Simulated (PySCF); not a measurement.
Dipole moment and polarisability of `C=C(F)/C=C\[SiH2]C#N`

Species: C₅H₆FNSi.
Atom-mapped SMILES: `[CH2:1]=[C:2]([F:3])/[CH:4]=[CH:5]\[SiH2:6][C:7]#[N:8]` (hydrogens: H9, H10 on C1; H11 on C4; H12 on C5; H13, H14 on Si6)

Structure used (GFN2-xTB), in Å, numbered top down from 1:
```xyz
14
C5H6FNSi angstrom
C     -2.9075    0.3226    0.0169
C     -1.5796    0.2831    0.0087
F     -0.8948    1.4571    0.0041
C     -0.7535   -0.9024    0.0016
C      0.5818   -0.9020   -0.0079
Si     1.6895    0.6275   -0.0204
C      3.4089   -0.1141   -0.0032
N      4.4611   -0.5672    0.0093
H     -3.4843   -0.5823    0.0195
H     -3.4378    1.2575    0.0212
H     -1.3182   -1.8263    0.0054
H      1.0748   -1.8660   -0.0133
H      1.5778    1.4238    1.2005
H      1.5811    1.3882   -1.2647
```

Level: B3LYP/def2-SVPD (PySCF), static field, nuclei fixed, core orbitals frozen in the response. The polarisability tensor in these axes (au):

```
x   148.23  -8.17  -0.33
y    -8.17  78.26  -0.04
z    -0.33  -0.04  61.65
```

Task: Give the principal values, the mean and the anisotropy Δα = √{½[(α1 − α2)² + (α2 − α3)² + (α1 − α3)²]}.

Result: Principal values 61.65, 77.32 and 149.18 au; mean 96.05 au = 14.23 Å³ = 15.84 × 10⁻⁴⁰ C²·m²/J; Δα = 80.84 au (84 % of the mean).

Task: What is the dipole moment, and where does it point?

Result: (-5.26, -0.07, -0.03) D, 5.26 D in size, pointing from the negative to the positive side. Measured along this direction, the outermost atoms are N8 at the negative end and H9 and H10 at the positive end.

Task: Rayleigh depolarisation ratio (linearly polarised light, static tensor)?

Result: ρ = 3Δα²/(45ᾱ² + 4Δα²) = 19606.2/(415111 + 26141.6) = 0.0444.

Task: Molar refractivity from α?

Result: Lorentz–Lorenz: R = (4π/3)N_A α = 2.5225 cm³/(mol·Å³) × 14.23 Å³ = 35.9 cm³/mol, in the limit of long wavelengths.

Task: Find the Langevin capture rate constant for O2+ (31.990 u) meeting this molecule (127.025 u), k = 2.342 × 10⁻⁹ cm³/s × √(α in Å³ / reduced mass in u).

Result: The reduced mass is 25.55 u, so k = 1.75 × 10⁻⁹ cm³/s. The formula leaves out the permanent dipole, which adds to the capture rate.

Isolated species at its GFN2-xTB geometry (one conformer only).
